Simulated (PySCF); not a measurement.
Several compounds and their computed core spectra got separated.

Method: delta-SCF UKS SCAN, pcX-2 on the ionised atom, pcseg-1 elsewhere, spin-free X2C (PySCF). Geometries: PBE0-D3(BJ)/def2-SVP; isolated species, one conformer each.

Line lists (1s up to Mg, 2p3/2 beyond, nothing for Ge or Se; areas count atoms within a level, one atom standing for each set equivalent by bonding):
1. O 1s: 537.62 (area 1), 539.19 (area 2) eV
2. C 1s: 290.30 (area 1), 290.81 (area 1), 290.98 (area 1), 291.01 (area 1), 292.38 (area 1), 294.13 (area 1) eV; O 1s: 537.26 (area 1), 539.09 (area 1) eV
3. C 1s: 289.80 (area 1), 290.19 (area 1), 290.45 (area 1) eV; O 1s: 537.25 eV; Si 2p3/2: 106.87 eV

Structures:
A. `O=[Se](O)O`
B. `[SiH2]([O][GeH3])CC=C`
C. `C=C(C)C(=O)OCC`

**Question.** Which list belongs to which compound?

**Answer.** 
- 1 = A: no other candidate has this set of levels. O 1s: 537.62 oxygen bonded to Se, 539.19 hydroxyl oxygen (×2).
- 2 = C: no other candidate has this set of levels. C 1s: 290.30 terminal =CH2 carbon, 290.81 allylic carbon, 290.98 fully substituted alkene carbon, 291.01 methyl carbon, 292.38 sp3 carbon bound to oxygen, 294.13 ester carbonyl carbon; O 1s: 537.26 ester carbonyl oxygen, 539.09 ester single-bonded oxygen.
- 3 = B: no other candidate has this set of levels. C 1s: 289.80 terminal =CH2 carbon, 290.19 sp3 carbon bound to silicon, 290.45 alkene CH carbon; O 1s: 537.25 oxygen bonded to Ge and Si; Si 2p3/2: 106.87 oxygen-bound silicon.

For 2p shells one spin-free hole was relaxed; a mean-field spin–orbit operator and the ground-state splitting of the three 2p orbitals were then diagonalised within the shell. The shell's mean is (2 × 2p3/2 + 2p1/2)/3, and the degeneracies 2j + 1 give areas of 2:1.
